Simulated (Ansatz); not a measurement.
The Si5–H6 bond of BH5OSi (SMILES BO[SiH3]) is stretched (multiplicity 1, the rest rigid).
Geometry at rest (charge 0, multiplicity 1):
```xyz
8

B     -0.355     0.168     1.746
H     -1.122     0.723     2.474
H      0.516    -0.542     2.166
O     -0.489     0.357     0.418
Si     0.331    -0.201    -0.915
H      0.863     0.968    -1.643
H     -0.630    -0.934    -1.764
H      1.435    -1.094    -0.498
```

Correlated levels freeze the cores.

Programs: Ansatz (a first-principles code). 

FIC-MRCISD+Q on CASSCF(2,2)/cc-pV(T+d)Z, total energies (hartree):

| R (Å) | CASSCF | MRCISD | weight c² of the reference |
|---|---|---|---|
| 1.477 | -391.534489 | -391.969702 | 0.88825 |
| 2.585 | -391.436690 | -391.861952 | 0.88888 |
| 4.726 | -391.395204 | -391.816907 | 0.88976 |

### Question
Add the Davidson correction (E_MRCISD − E_CASSCF)(1 − c²)/c² and give the energies above the first point at the three levels.

### Answer

Corrections (hartree): -0.054754, -0.053162, -0.052248. Above the first point (kcal/mol):
- R = 2.585 Å: CASSCF 61.4, MRCISD 67.6, with the correction 68.6
- R = 4.726 Å: CASSCF 87.4, MRCISD 95.9, with the correction 97.5
